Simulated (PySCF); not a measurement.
## Ionisation energy of Cd⁴⁴⁺ by level of theory

Cd⁴⁴⁺ [He] 2s2 → Cd⁴⁵⁺ [He] 2s1 [2s1/2^1, M_J = 1/2], as a difference of total energies. All numbers are calculated (PySCF 2.14, the two-component X2C-1e Hamiltonian, in an uncontracted even-tempered set (17 s from 23 bohr⁻², ratio 2.4; 12 p from 30 bohr⁻², ratio 2.4; 5 d from 95 bohr⁻², ratio 2.6; 4 f from 140 bohr⁻², ratio 2.6)). Correlated levels: nothing frozen; the 32 highest virtual spinors dropped. "Screened" scales the spin-orbit matrix elements by Boettger's factors to mimic the two-electron term; Breit and QED terms are absent.

```tsv
method	ionisation energy (eV)
GMP2 (spin-free)	7419.3
GHF (screened spin-orbit)	7413.5
GMP2 (screened spin-orbit)	7419.6
```

How much does correlation contribute at GMP2 (screened spin-orbit)?

7419.6 − (7413.5) = 6.1 eV, measured against GHF (screened spin-orbit).

For this ion Breit and QED terms and the two-electron picture change, all absent here, outweigh the correlation shift from GHF to GMP2.

For comparison: 7414 ± 7 eV (semi-empirical (NIST evaluation); NIST Atomic Spectra Database, ionization energies).
